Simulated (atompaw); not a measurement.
Logarithmic derivatives: phosphorus (P), PAW (atompaw)

P, PAW, made with atompaw 4.2.0.5 (PBEsol, scalar-relativistic). Core [Ne], reference 3s2 3p3. Waves: 3s (bound): rc 1.95 bohr; 3s channel at -0.45 Ry: rc 1.90 bohr; 3p (bound): rc 1.95 bohr; 3p channel at 0.8 Ry: rc 1.95 bohr; 3d channel at 0.4 Ry: rc 1.85 bohr. Local part: bessel scheme, radius 1.75 bohr. Core correction: smooth core density matched at 1.85 bohr. Augmentation charge: sinc compensation charge, radius 1.55 bohr; PAW radius 1.95 bohr; waves and projectors: custom rrkj vanderbiltortho.

The phase is arctan(r·u′/u) with u = r·R(r), unwrapped; energies in Ry, scanned from -3 to 5 Ry. A pole is an energy at which the radial function vanishes at the test radius. The pseudo phase is shifted by a multiple of π to meet the all-electron one at the reference energy, and phase errors are pseudo minus all-electron; the curves can meet again beyond the range given. Levels narrower than the energy grid can be missing from the lists of poles.

**Question.** For each channel, where are the poles, and over which energies does the pseudopotential scatter like the atom?

**Answer.**

```csv
channel,radius (bohr),reference energy (Ry),"poles, all-electron","poles, pseudo",unbroken range about the reference energy with phases within 0.05 rad,phase error 1 Ry above the reference energy (rad)
s,1.96,-1.02,1.34,1.34,below 4.8,-0.000
p,1.96,-0.40,2.41,2.40,the whole range,+0.000
d,1.96,0.40,3.35,3.55,below 4.8,+0.010
```

Phases in the d channel:

```csv
E (Ry),all-electron,pseudo
-3.00,1.284,1.285
-2.76,1.273,1.274
-2.52,1.261,1.262
-2.28,1.246,1.248
-2.04,1.230,1.231
-1.80,1.211,1.212
-1.56,1.189,1.190
-1.32,1.163,1.164
-1.08,1.132,1.133
-0.84,1.093,1.094
-0.60,1.043,1.044
-0.36,0.979,0.980
-0.12,0.892,0.892
0.12,0.769,0.769
0.36,0.588,0.588
0.60,0.319,0.320
0.84,-0.051,-0.048
1.08,-0.457,-0.450
1.32,-0.791,-0.781
1.56,-1.024,-1.012
1.80,-1.181,-1.168
2.04,-1.290,-1.277
2.28,-1.370,-1.356
2.52,-1.431,-1.416
2.76,-1.480,-1.463
3.00,-1.521,-1.502
3.24,-1.556,-1.535
3.48,-1.587,-1.564
3.72,-1.615,-1.589
3.96,-1.642,-1.612
4.20,-1.668,-1.634
4.44,-1.694,-1.654
4.68,-1.721,-1.674
4.92,-1.749,-1.694
```
